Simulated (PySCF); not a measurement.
Record of a relaxation.

GeBr2Cl2.
Bonds: Ge1–Br2, Ge1–Br3, Ge1–Cl4, Ge1–Cl5.

Computed by this run: PBE0-D3(BJ)/def2-SVP geometry optimisation, gas phase (PySCF 2.14.0); density fitting, grid level 1; the optimiser is geomeTRIC in internal coordinates, started from a GFN2-xTB structure with every atom displaced at random (about 0.03 Å). The frame can shift and turn from step to step; on so coarse a grid that alone can change the energy by a few meV, and forces under 0.02 eV/Å are noise.

Step 0: E = -221597.7521 eV, largest atomic force 1.383 eV/Å
```
atom  x, y, z in Å  |  force x, y, z in eV/Å
Ge1     0.008   -0.078   -0.025   -0.951   0.919   0.403
Br2    -0.027   -0.031    2.282    0.004  -0.103  -0.459
Br3     2.088    0.005   -0.818    0.724  -0.169  -0.196
Cl4    -0.946    1.761   -0.725    0.183  -0.682   0.225
Cl5    -1.048   -1.769   -0.777    0.040   0.036   0.028
```

Step 1: E = -221597.8135 eV, largest atomic force 0.393 eV/Å
```
atom  x, y, z in Å  |  force x, y, z in eV/Å
Ge1     0.001   -0.044   -0.024   -0.129   0.370  -0.026
Br2    -0.041   -0.037    2.251    0.024  -0.047   0.019
Br3     2.134   -0.031   -0.805    0.031  -0.064   0.019
Cl4    -0.971    1.742   -0.719    0.072  -0.212   0.033
Cl5    -1.047   -1.740   -0.765    0.002  -0.047  -0.045
```

Step 2: E = -221597.8187 eV, largest atomic force 0.050 eV/Å
```
atom  x, y, z in Å  |  force x, y, z in eV/Å
Ge1    -0.004   -0.025   -0.022    0.027   0.042   0.001
Br2    -0.044   -0.045    2.252    0.005  -0.016   0.024
Br3     2.138   -0.045   -0.789   -0.017  -0.004   0.027
Cl4    -0.978    1.735   -0.729   -0.011   0.004  -0.023
Cl5    -1.038   -1.730   -0.774   -0.004  -0.026  -0.029
```

Step 3: E = -221597.8188 eV, largest atomic force 0.030 eV/Å
```
atom  x, y, z in Å  |  force x, y, z in eV/Å
Ge1    -0.005   -0.021   -0.021    0.021  -0.020   0.009
Br2    -0.050   -0.052    2.254   -0.009  -0.006   0.000
Br3     2.141   -0.044   -0.774   -0.007   0.010   0.017
Cl4    -0.981    1.734   -0.737   -0.009   0.014  -0.013
Cl5    -1.030   -1.728   -0.784    0.004   0.001  -0.013
```

Step 4: E = -221597.8187 eV, largest atomic force 0.031 eV/Å
```
atom  x, y, z in Å  |  force x, y, z in eV/Å
Ge1    -0.006   -0.019   -0.021    0.004  -0.030   0.005
Br2    -0.059   -0.058    2.255   -0.017  -0.002  -0.008
Br3     2.144   -0.039   -0.760    0.005   0.012   0.008
Cl4    -0.982    1.734   -0.742   -0.002   0.007  -0.001
Cl5    -1.023   -1.727   -0.794    0.010   0.013  -0.004
```

Step 5: E = -221597.8187 eV, largest atomic force 0.023 eV/Å
```
atom  x, y, z in Å  |  force x, y, z in eV/Å
Ge1    -0.005   -0.019   -0.020   -0.008  -0.022  -0.001
Br2    -0.070   -0.064    2.255   -0.021  -0.001  -0.010
Br3     2.148   -0.033   -0.748    0.012   0.009   0.003
Cl4    -0.982    1.732   -0.745    0.004  -0.001   0.007
Cl5    -1.016   -1.726   -0.804    0.013   0.014   0.000
```

Step 6: E = -221597.8188 eV, largest atomic force 0.021 eV/Å
```
atom  x, y, z in Å  |  force x, y, z in eV/Å
Ge1    -0.005   -0.020   -0.020   -0.007  -0.015  -0.001
Br2    -0.072   -0.065    2.255   -0.019  -0.002  -0.007
Br3     2.149   -0.032   -0.747    0.011   0.007   0.005
Cl4    -0.981    1.732   -0.745    0.004   0.000   0.006
Cl5    -1.015   -1.726   -0.805    0.012   0.009  -0.002
```

**Question.** Summarise the path.

**Answer.** The energy falls by 6.44 kJ/mol from step 0 to step 6; nine tenths of that is first reached at step 1. It never rises by more than 0.2 meV. The largest force goes from 1.383 to 0.021 eV/Å. Among the bonds Ge1–Cl4 changes most, from 2.186 to 2.133 Å; the atoms move by 0.053 Å rms after alignment.

**Question.** Follow the three bonds and two angles with the largest change from start to end.

**Answer.** 
```tsv
step	E above end (kJ/mol)	largest force (eV/Å)	Ge1–Cl4 (Å)	Ge1–Br3 (Å)	Ge1–Br2 (Å)	Br3–Ge1–Cl4 (°)	Br2–Ge1–Cl4 (°)
0	6.44	1.383	2.186	2.228	2.308	105.2	107.2
1	0.51	0.393	2.148	2.271	2.275	108.0	108.2
2	0.01	0.050	2.132	2.275	2.275	109.0	109.3
3	0.00	0.030	2.131	2.275	2.276	109.2	109.7
4	0.01	0.031	2.132	2.274	2.277	109.3	110.0
5	0.01	0.023	2.133	2.273	2.277	109.3	110.1
6	0.00	0.021	2.133	2.273	2.277	109.2	110.0
```

What follows is the cost of the whole optimisation. Hardware: one thread, AMD EPYC 9R45 (x86_64), no GPU (shared host). Cost: 37 s wall, 0.65 GiB resident at most.
